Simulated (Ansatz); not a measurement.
A geometry relaxed with B3LYP-D3(BJ)/def2-TZVP in Ansatz (a program for electronic structure), charge 0, multiplicity 1:

```xyz
9

H     -1.4669     0.7646     1.1568
Si     1.6772     0.1414     0.3979
C      0.3448    -0.3405    -0.5475
H      1.5140     0.8892     1.6565
H      0.5480    -0.8891    -1.4628
H     -2.1983    -1.2422     0.0440
H      3.0809    -0.1439     0.0436
Si    -1.4129     0.0081    -0.1186
H     -2.0868     0.8123    -1.1700
```

**Question.** Write the SMILES of this molecule.

**Answer.** `[SiH2]=C[SiH3]`
